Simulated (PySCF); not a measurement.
Computed shifts of a molecule C₄H₅Br, PBE0/pcSseg-1 in PySCF, GIAO, gas phase, atoms alike by connectivity averaged where their shifts nearly agree, in ppm (number of nuclei): ¹³C: 221.4 (1), 104.2 (1), 95.5 (1), 19.6 (1). ¹H: 6.28 (1), 6.06 (1), 2.14 (3). References: ¹³C against TMS (σ = 186.3 ppm); ¹H against TMS (σ = 31.56 ppm), references at their B3LYP-D3(BJ)/def2-TZVP geometries, non-relativistic (without spin–orbit terms, shifts of atoms bonded to Cl or Br come out too high). The structure is a stationary point at PBE0-D3(BJ)/def2-SVP. One conformer was computed; it need not be the lowest.

Q: Which structure fits?
(A) C#CCCBr
(B) CC=C=CBr
(C) C=CC(=C)Br
(D) C=C=C(C)Br

A: B, CC=C=CBr
